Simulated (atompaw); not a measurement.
## Before and after: PAW (atompaw) potential for carbon (C)

```json
{"Element": "carbon", "Generator": "atompaw 4.2.0.5", "Type": "PAW", "Functional": "LDA (PW92)", "Relativity": "scalar-relativistic", "Frozen core": "[He]", "Valence charge": "4", "Reference configuration": "2s1.5 2p2.5", "Partial waves": "2s (bound): rc 0.95 bohr; 2s channel at -0.4 Ry: rc 0.95 bohr; 2p (bound): rc 2.00 bohr; 2p channel at 1.1 Ry: rc 2.00 bohr", "Local potential": "troulliermartins scheme with l = 2 at 1 Ry, radius 1.35 bohr", "Core correction": "smooth core density matched at 1.80 bohr", "Augmentation charge": "besselshape compensation charge, radius 1.70 bohr; PAW radius 2.00 bohr; waves and projectors: custom rrkj vanderbiltortho"}
```

All-electron outer shells of the reference configuration (LDA (PW92), scalar-relativistic, ld1.x):

```
shell  level (eV)  outermost node (bohr)  outermost maximum (bohr)
   1s     -271.24                      –                      0.18
   2s      -13.87                   0.38                      1.22
   2p       -5.62                      –                      1.19
```

Change: local potential troulliermartins scheme with l = 2 at 1 Ry, radius 1.72 bohr.

Cutoffs: the cutoffs (Ry, on a coarse ladder) from which the occupation-weighted sum of valence levels, in a spherical-Bessel basis at the reference potential, stays within 10 and 1 mRy of its value at 400 Ry; they do not see the model core or the augmentation charge, which bear on the density cutoff.

Q: What does the change do?

A: The potential gets harder (30 Ry and 45 Ry → 35 Ry and 45 Ry); a bound ghost appears in s, which as a rule spoils a file. A state that the projectors do not describe sees the local part alone, so a deeper or shallower local part can create or remove a ghost.

| quantity | base | changed |
| --- | --- | --- |
| cutoff, loose | 30 Ry | 35 Ry |
| cutoff, tight | 45 Ry | 45 Ry |
| loose cutoff by channel (10 mRy a level) | s 25 Ry, p 12 Ry | s 35 Ry, p 12 Ry |
| bound ghosts | none | s |
| s: phases at 2.00 bohr within 0.05 rad from the reference energy up to (Ry; the scan ends near 5) | 3.5 | 3.8 |
| p: phases at 2.00 bohr within 0.05 rad from the reference energy up to (Ry; the scan ends near 5) | 2.3 | 3.2 |
| lowest overlap eigenvalue by channel | s 0.60, p 0.65 | s 0.41, p 0.69 |

 A true bound ghost makes a file unfit for plane-wave use even where its test errors are small: the radial tests pick states by their node count and pass the ghost by. The cutoffs see the waves, projectors and local potential, not the compensation charge or the core.
